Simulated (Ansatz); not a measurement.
Computed with Ansatz on PBE0-D4/def2-TZVP structures; ΔE is electronic, products minus reactants. CCSD(T)/CBS is the MP2 limit (def2-TZVPP, def2-QZVPP) plus CCSD(T) − MP2 in def2-TZVPP, frozen cores. DFT in def2-TZVPP. HSE06 is defined as in plane-wave codes. One conformer a species, not always the lowest.

`BB(F)OC` + `CBS` → `BSBC` + `COBF`  (cleavage of the B–B bond)

```csv
level,ΔE (eV)
LDA (SPW92),-1.05
PBE0-D4,-1.04
ωB97X-V,-1.01
BLYP,-1.03
HSE06,-1.05
CCSD/def2-SVP,-1.06
SCS-MP2/def2-TZVPP,-1.11
SCS-MP2/def2-QZVPP,-1.12
```

Task: What does CCSD(T)/CBS give? (Best estimate.)

Result: Ansatz gave: -1.07 eV. The listed levels differ from it by 0.02, 0.03, 0.06, 0.04, 0.02, 0.01, -0.04, -0.05 eV.

Task: What do rigid-rotor, harmonic-oscillator terms from PBE0-D4/def2-TZVP frequencies (298.15 K, 1 bar) make of the CCSD(T)/CBS value? (Best estimate.)

Result: Computed: ΔZPE = +0.05 eV, ΔH = -1.03 eV, ΔS = -7 J/(mol·K), ΔG = -1.01 eV.

Largest T1 diagnostic among the species: 0.013.

Leaving LDA and LC-ωPBE aside and taking each functional with its dispersion term where it has one, the values, not all of them listed here, spread over 0.08 eV, from PBE-QIDH to ωB97X-V.
